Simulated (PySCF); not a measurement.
# Working out the ionisation energy of Mn

Mn [Ar] 3d5 4s2 (6S) → Mn⁺ [Ar] 3d5 4s1 (7S). Calculation: PySCF 2.14, in aug-cc-pVQZ; the non-relativistic Hamiltonian (point nucleus). Frozen: [Ar]. Energies in hartree (1 hartree = 27.21139 eV):

```tsv
part	Mn (lower)	Mn⁺ (upper)
UHF	-1149.869617	-1149.650139
MP2 opposite-spin	-0.039088	0.000000
MP2 same-spin	-0.090869	-0.091933
```

**Question.** What does Hartree-Fock give?

**Answer.** (-1149.650139) − (-1149.869617) = 0.219478 hartree = 5.972 eV.

**Question.** What do MP2 and SCS-MP2 (6/5 opposite-spin, 1/3 same-spin) give?

**Answer.** The opposite-spin parts differ by 1.064 eV and the same-spin parts by -0.029 eV. MP2: 5.972 + (1.064) + (-0.029) = 7.007 eV. SCS-MP2: 5.972 + 1.2 × (1.064) + (-0.029)/3 = 7.239 eV.

Measured between the centres of the two terms (NIST): 7.434 eV, so MP2 (valence) is off by -0.427 eV.

The calculation is non-relativistic.

What remains against the reference includes basis incompleteness, the frozen core and correlation beyond second order.
